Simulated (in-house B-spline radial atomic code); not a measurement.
Values are calculated unless marked as measured or tabulated.
Ar ion on P atom: potential, deflection and energy transfer

The pair potential comes from two frozen, spherical free-atom densities (PBE, B-spline radial code, scalar-relativistic past argon): electrostatics plus the change in Thomas-Fermi kinetic and Dirac exchange energy where they overlap, the recipe behind the universal ZBL potential, which averages such potentials (from solid-state densities) over many pairs. It is written V = (Z1 Z2 e²/r) φ(r/a), with e² = 14.3996 eV·Å and a = 0.46850 Å/(Z1^0.23 + Z2^0.23); ZBL's fit is φ = 0.18175 e^(−3.1998x) + 0.50986 e^(−0.94229x) + 0.28022 e^(−0.4029x) + 0.02817 e^(−0.20162x). Where φ falls below 4e-4 it is continued as an exponential.

Masses 39.95 and 30.97 u.

```tsv
x = r/a	φ, this pair	φ, ZBL
0.1	0.9014	0.8928
0.5	0.6375	0.6096
1.5	0.3238	0.2995
3	0.1447	0.1292
5	0.0606	0.05224
8	0.02006	0.01705
12	0.004852	0.00474
17	0.001226	0.001212
```

(1) At x = 4 the electrostatic, kinetic and exchange parts are 252.68, 524.14 and -56.87 eV. Find r, V and φ.

(2) The ion comes in at 7.237 keV with impact parameter 0.6151 Å. The scattering integral gives a centre-of-mass angle of 12.12° and a closest approach of 5.28 a. What are the reduced energy, the energy passed on and the laboratory angles?

Results:

(1) a = 0.46850/(1.9441 + 1.8642) = 0.12302 Å, so r = 0.49208 Å. V = 252.68 + 524.14 + (-56.87) = 719.95 eV. The bare repulsion is 18 × 15 × 14.3996/0.49208 = 7900.9 eV, so φ = 0.0911, +13.5 % against ZBL's 0.0803. The kinetic (Pauli) term is 73 % of V here.

(2) ε = E a M2/(Z1 Z2 e² (M1 + M2)) = 7237 × 1.3818e-05 = 0.1. The most that one collision can pass on is γE with γ = 4 M1 M2/(M1 + M2)² = 0.9840. Here T = γE sin²(θ/2) = 0.9840 × 7237 × 0.01115 = 79.4 eV. The ion turns by arctan(sin θ/(cos θ + M1/M2)) = 5.3°, and the struck atom leaves at (180° − θ)/2 = 83.9°. The closest approach is 0.650 Å. With ZBL the angle would be 10.78° and T = 62.87 eV.
